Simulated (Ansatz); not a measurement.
Coupled-cluster diagnostics for Se(CCH)2 (C4H2Se), Ansatz.

Geometry of the singlet (PBE0-D4/def2-SVP):

Cartesian coordinates in Å:
```
Se -0.295 -1.569 -0.255
C 1.256 -0.710 0.193
C 2.324 -0.214 0.490
H 3.265 0.234 0.752
C -1.413 -0.122 -0.328
C -2.216 0.786 -0.396
H -2.921 1.595 -0.455
```

Correlated methods freeze 13 core orbitals; core or outer-core shells of Se are correlated, in sets that lack core-valence functions.

Estimate the CCSD(T) correlation energy, the shares of MP2 and (T), T1 and the reference's ⟨S²⟩ for: charge 0, singlet, own geometry in def2-TZVPP; and the rough time on 4 threads of Arm Neoverse V1 on a shared host.


| state | basis | correlation (eV) | MP2 share (%) | (T) share (%) | T1 | ⟨S²⟩ (pure) | wall time |
| --- | --- | --- | --- | --- | --- | --- | --- |
| charge 0, singlet, own geometry | def2-TZVPP | -25.224 | 93.8 | 5.1 | 0.013 | 0.00 (0.00) | 82 s |
Customary marks for T1 are 0.02 (closed shells), 0.045 (open shells) and about 0.05 (3d metals). T1 stays under 0.02 throughout.
